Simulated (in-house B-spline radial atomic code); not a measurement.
Configurations of the rhodium ion Rh⁶⁺, with energies counted from [Kr] 4d3. All numbers are computed (scalar-relativistic (X2C) r2SCAN0, spin-polarised, spherical fractional occupations, exact exchange averaged over the configuration; Fermi nucleus of rms radius 4.4945 fm) with a B-spline radial code for spherical atoms, not measured. Shells without spins written out take the highest spin.

Occupations are held fixed; configurations that lie above the ionisation limit could autoionise.

```
            configuration  E - E(ref) (eV)  highest orbital  its <r> (bohr)
[Ar] 3d10 4s2 4p5 4d3 4f1           94.263            4f up           1.725
[Ar] 3d10 4s2 4p5 4d3 5f1           114.19            5f up           3.567
     [Ar] 3d9 4s2 4p6 4d4           316.29            4d up           1.162
 [Ar] 3d9 4s2 4p6 4d3 5p1           356.08            5p up           2.211
 [Ar] 3d9 4s2 4p6 4d3 4f1           366.52            4f up           1.679
```

Order these further configurations by energy, lowest first.
A. [Kr] 4d2 5f1
B. [Ar] 3d10 4s2 4p5 4d3 5p1
C. [Ar] 3d10 4s2 4p5 4d3 5s1
D. [Kr] 4d2 5p1
E. [Kr] 4d2 4f1

D (36.347 eV), E (47.455 eV), A (66.438 eV), C (73.248 eV), B (83.963 eV).

How far above the reference does [Kr] 4d2 5s1 lie?

25.781 eV; its least bound orbital is 5s up with <r> = 2.039 bohr.
